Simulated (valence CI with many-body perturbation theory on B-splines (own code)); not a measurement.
Forbidden lines of Te XXXI

Calculated by relativistic CI+MBPT: four valence electrons over a frozen Dirac-Fock core [Ar], radial functions for each j: 9 s, 9 p, 10 d, 8 f, 5 g, 3 h, 1 i, with the one-electron correlation potential Σ1, the two-electron term Σ2, the three-electron term Σ3, Breit, model QED; selected CI, second order for the rest (own B-spline code, finite nucleus).

No measured spectrum was set against this ion. As an estimate, large intervals hold to a few tenths of a per cent, small ones and those within an open d or f shell to about a per cent. Core correlation moves these levels by up to 7700 cm⁻¹, and in measured spectra 5 to 20 % of such shifts remained as error; rates that hang on mixing are uncertain with them. Only levels of the ground parity were solved; by the run's estimate the other parity begins above the list, which can be wrong where configurations are misplaced.

Lines 1 to 50 of 120 in falling wavelength, among levels below 716730 cm⁻¹, chosen from the decays that carry over 1 % of a level's rate. Wavelengths and rates use the calculated energies. Electric multipoles are in the length gauge, E1 and E2 with the static RPA response of the core. S is in atomic units (e²a₀⁴ for E2 and M2, e²a₀⁶ for E3), for M1 in squared Bohr magnetons. Weak lines are less certain than strong ones. Lines between different terms over intervals too small for the method are left out, as are lines whose strength nearly cancels.

Levels are named by their leading jj configuration (3d3/2^4 stands for four electrons in 3d with j = 3/2), which in mixed levels can hold well under half, so a name can repeat and another be missing. Letters in brackets count levels of one name in rising energy.

```csv
λ vac (nm),Upper,Lower,Type,A (s⁻¹),S (a.u.)
700.0,(3d3/2^2 3d5/2^2) J=6,(3d3/2^2 3d5/2^2) J=5,M1,2.99e+01,4.93e+00
457.0,(3d3/2^3 3d5/2) J=4,(3d3/2^3 3d5/2) J=2,E2,5.25e-05,8.40e-04
449.9,(3d3/2^3 3d5/2) J=3,(3d3/2^3 3d5/2) J=2,M1,3.67e+02,8.67e+00
293.8,(3d3/2^2 3d5/2^2) J=2 [b],(3d3/2^2 3d5/2^2) J=1,M1,4.11e+02,1.93e+00
292.4,(3d3/2^2 3d5/2^2) J=4 [b],(3d3/2^2 3d5/2^2) J=5,M1,6.35e+01,5.30e-01
283.0,(3d3/2^2 3d5/2^2) J=2 [d],(3d3/2 3d5/2^3) J=1 [a],M1,3.13e+02,1.31e+00
274.7,(3d3/2^2 3d5/2^2) J=5,(3d3/2^2 3d5/2^2) J=4 [a],M1,6.09e+02,5.15e+00
254.5,(3d3/2^3 3d5/2) J=2,(3d3/2^3 3d5/2) J=1,M1,2.42e+03,7.41e+00
201.0,(3d3/2^2 3d5/2^2) J=4 [b],(3d3/2^2 3d5/2^2) J=3 [a],M1,1.48e+03,4.01e+00
187.3,(3d3/2^2 3d5/2^2) J=1,(3d3/2^2 3d5/2^2) J=0 [a],M1,2.44e+03,1.78e+00
183.4,(3d3/2^2 3d5/2^2) J=2 [b],(3d3/2^2 3d5/2^2) J=2 [a],M1,9.27e+02,1.06e+00
177.4,(3d3/2^2 3d5/2^2) J=2 [b],(3d3/2^2 3d5/2^2) J=3 [a],M1,5.34e+01,5.53e-02
174.3,(3d3/2 3d5/2^3) J=3 [a],(3d3/2^2 3d5/2^2) J=4 [b],M1,8.50e+02,1.17e+00
171.1,(3d3/2 3d5/2^3) J=3 [c],(3d3/2^2 3d5/2^2) J=2 [e],M1,1.71e+03,2.23e+00
163.6,(3d3/2^2 3d5/2^2) J=3 [b],(3d3/2^2 3d5/2^2) J=3 [a],M1,1.78e+02,2.02e-01
162.2,(3d3/2^3 3d5/2) J=1,(3d3/2^4) J=0,M1,7.75e+03,3.67e+00
158.4,(3d3/2^2 3d5/2^2) J=4 [a],(3d3/2^3 3d5/2) J=3,M1,1.71e+03,2.27e+00
158.3,(3d3/2 3d5/2^3) J=1 [b],(3d3/2^2 3d5/2^2) J=2 [e],M1,2.04e+03,8.98e-01
157.5,(3d3/2^2 3d5/2^2) J=4 [a],(3d3/2^3 3d5/2) J=4,M1,8.01e+03,1.04e+01
148.4,(3d3/2 3d5/2^3) J=4 [a],(3d3/2^2 3d5/2^2) J=5,M1,1.56e+03,1.70e+00
141.6,(3d3/2^2 3d5/2^2) J=4 [b],(3d3/2^2 3d5/2^2) J=4 [a],M1,6.91e+02,6.55e-01
137.7,(3d3/2^2 3d5/2^2) J=4 [c],(3d3/2 3d5/2^3) J=4 [a],M1,1.62e+03,1.41e+00
130.9,(3d3/2 3d5/2^3) J=1 [a],(3d3/2^2 3d5/2^2) J=2 [b],M1,3.48e+03,8.69e-01
130.3,(3d3/2 3d5/2^3) J=5,(3d3/2^2 3d5/2^2) J=4 [b],M1,6.21e+03,5.60e+00
127.2,(3d3/2 3d5/2^3) J=3 [b],(3d3/2 3d5/2^3) J=3 [a],M1,2.11e+03,1.13e+00
126.4,(3d3/2 3d5/2^3) J=3 [b],(3d3/2^2 3d5/2^2) J=2 [c],M1,5.79e+02,3.03e-01
122.0,(3d3/2^2 3d5/2^2) J=3 [b],(3d3/2^2 3d5/2^2) J=4 [a],M1,1.47e+02,6.93e-02
121.6,(3d3/2 3d5/2^3) J=3 [c],(3d3/2^2 3d5/2^2) J=2 [d],M1,8.53e+02,3.98e-01
120.5,(3d3/2 3d5/2^3) J=4 [a],(3d3/2^2 3d5/2^2) J=3 [a],M1,2.22e+03,1.30e+00
119.0,(3d3/2^2 3d5/2^2) J=3 [a],(3d3/2^3 3d5/2) J=3,M1,8.55e+03,3.74e+00
118.6,(3d3/2^2 3d5/2^2) J=2 [c],(3d3/2^2 3d5/2^2) J=1,M1,1.27e+03,3.92e-01
118.6,(3d3/2^2 3d5/2^2) J=3 [a],(3d3/2^3 3d5/2) J=4,M1,4.09e+02,1.77e-01
117.3,(3d3/2^2 3d5/2^2) J=2 [e],(3d3/2^2 3d5/2^2) J=2 [c],M1,6.09e+03,1.82e+00
115.0,(3d3/2 3d5/2^3) J=1 [b],(3d3/2^2 3d5/2^2) J=2 [d],M1,6.86e+03,1.16e+00
113.2,(3d3/2 3d5/2^3) J=1 [b],(3d3/2 3d5/2^3) J=0,M1,1.48e+03,2.39e-01
113.0,(3d5/2^4) J=4,(3d3/2^2 3d5/2^2) J=4 [c],M1,8.07e+02,3.88e-01
105.9,(3d3/2^2 3d5/2^2) J=4 [c],(3d3/2^2 3d5/2^2) J=3 [b],M1,1.71e+03,6.79e-01
105.5,(3d3/2 3d5/2^3) J=3 [c],(3d3/2^2 3d5/2^2) J=4 [c],M1,7.70e+03,2.35e+00
103.4,(3d3/2 3d5/2^3) J=5,(3d3/2^2 3d5/2^2) J=6,M1,4.23e+03,1.91e+00
100.1,(3d3/2^2 3d5/2^2) J=5,(3d3/2^3 3d5/2) J=4,M1,5.77e+03,2.36e+00
96.33,(3d3/2 3d5/2^3) J=4 [a],(3d3/2^2 3d5/2^2) J=4 [a],M1,2.42e+04,7.21e+00
95.44,(3d3/2^2 3d5/2^2) J=2 [c],(3d3/2^2 3d5/2^2) J=2 [a],M1,3.72e+03,6.00e-01
94.96,(3d3/2 3d5/2^3) J=3 [a],(3d3/2^2 3d5/2^2) J=2 [a],M1,1.71e+04,3.80e+00
94.51,(3d3/2^2 3d5/2^2) J=4 [c],(3d3/2^2 3d5/2^2) J=4 [b],M1,2.38e+02,6.71e-02
94.42,(3d3/2 3d5/2^3) J=6,(3d3/2^2 3d5/2^2) J=6,M1,8.72e+03,3.54e+00
94.14,(3d3/2^2 3d5/2^2) J=3 [a],(3d3/2^3 3d5/2) J=2,M1,6.49e+03,1.41e+00
93.49,(3d3/2^2 3d5/2^2) J=2 [d],(3d3/2^2 3d5/2^2) J=3 [b],M1,8.17e+03,1.24e+00
93.34,(3d3/2 3d5/2^3) J=3 [a],(3d3/2^2 3d5/2^2) J=3 [a],M1,1.55e+04,3.28e+00
92.54,(3d3/2^2 3d5/2^2) J=2 [a],(3d3/2^3 3d5/2) J=2,M1,8.08e+03,1.19e+00
90.55,(3d3/2 3d5/2^3) J=1 [a],(3d3/2^2 3d5/2^2) J=1,M1,1.13e+04,9.37e-01
```
